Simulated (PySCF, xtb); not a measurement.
In(Cl)(Me)2 (C2H6ClIn), SMILES [CH3][In]([Cl])[CH3].

GFN2-xTB in xtb 6.7.1 at its own geometry gives an orbital gap of 3.45 eV and a dipole moment of 3.73 D.

Geometry optimised at B3LYP-D3(BJ)/def2-SVP. The structure was generated by enumeration; whether it is a known compound was not checked. The def2 effective core potentials stand for the cores of In; spin–orbit coupling is left out.

Task: What does M06-2X/def2-TZVP in PySCF give? (Estimate from the structure and the level; the computed values follow.)

Result: gap 7.83 eV (levels -8.70 and -0.87 eV), dipole 3.90 D.
